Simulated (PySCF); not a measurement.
Isomers of C2H11NOSi2, from PySCF 2.14.0, PBE0-D3(BJ)/def2-SVP geometry optimisation, gas phase. One conformer each, no zero-point energy, no frequencies.

Question: Which isomer lies lower at this level?
A. `[CH3:1][NH:2][SiH2:3][CH2:4][SiH2:5][OH:6]` with C1–N2–Si3–C4 69°, N2–Si3–C4–Si5 52°, Si3–C4–Si5–O6 -45°, C4–Si5–O6–H 29°: A = 3022, B = 1641, C = 1241 MHz, dipole 2.97 D
B. `[NH2:1][SiH2:2][CH2:3][CH2:4][SiH2:5][OH:6]` with H–N1–Si2–C3 -64° and 168°, N1–Si2–C3–C4 -70°, Si2–C3–C4–Si5 69°, C3–C4–Si5–O6 -67°, C4–Si5–O6–H 53°: A = 3131, B = 1575, C = 1149 MHz, dipole 3.24 D

Answer: B. That is `N[SiH2]CC[SiH2]O`, 4.0 kcal/mol below the other.

```json
{"SMILES": "N[SiH2]CC[SiH2]O", "mapped SMILES": "[NH2:1][SiH2:2][CH2:3][CH2:4][SiH2:5][OH:6]", "E (Eh)": "-791.05454", "relative (kcal/mol)": "0.0", "relative (kJ/mol)": "0.0", "dipole (D)": "3.24"}
{"SMILES": "CN[SiH2]C[SiH2]O", "mapped SMILES": "[CH3:1][NH:2][SiH2:3][CH2:4][SiH2:5][OH:6]", "E (Eh)": "-791.04811", "relative (kcal/mol)": "4.0", "relative (kJ/mol)": "16.9", "dipole (D)": "2.97"}
```
